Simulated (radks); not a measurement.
Values are calculated unless marked as measured or tabulated.
Task: Species: Ir39+. Configuration: [Ar] 3d10 4s1.5 4p6 4d2 4f0.5 (fractional occupations, a model configuration). Level of theory: Dirac Kohn-Sham, BLYP, spin-unpolarised, spherical densities, finite nucleus; open shells are shared between the two j in proportion to 2j + 1; Fermi nuclear charge, rms radius 5.4032 fm (a radial shooting solver on a logarithmic mesh with Libxc functionals). Some entries of the table are withheld. Estimate them.

orbital,occ.,eigenvalue (eV),<r^2> (bohr^2),<r> (bohr)
1s1/2,2,(1),0.0004197,0.01744
2s1/2,2,(2),0.006353,0.07293
2p1/2,2,-14479.94,0.004511,0.06014
2p3/2,4,-12850.78,0.005699,0.06843
3s1/2,2,(3),0.04051,0.1880
3p1/2,2,-4556.958,0.03693,0.1780
3p3/2,4,-4191.139,0.04299,0.1926
3d3/2,4,-3788.954,0.03288,0.1677
3d5/2,6,-3709.303,0.03452,0.1721
4s1/2,1.5,-2160.796,0.1659,0.3840
4p1/2,2,-2055.386,0.1643,(4)
4p3/2,4,-1941.633,0.1836,(5)
4d3/2,0.8,-1772.385,0.1756,0.3917
4d5/2,1.2,-1748.084,0.1811,0.3980
4f5/2,0.214286,-1549.718,0.1524,0.3671
4f7/2,0.285714,-1542.832,0.1544,0.3697
5s1/2,0,-1224.289,0.4991,0.6683
5p1/2,0,-1174.716,0.5090,0.6735
5p3/2,0,-1127.496,0.5553,0.7039

Result: 
(1) 1s1/2 eigenvalue (eV): -77739.66
(2) 2s1/2 eigenvalue (eV): -15032.75
(3) 3s1/2 eigenvalue (eV): -4801.114
(4) 4p1/2 <r> (bohr): 0.3808
(5) 4p3/2 <r> (bohr): 0.4028
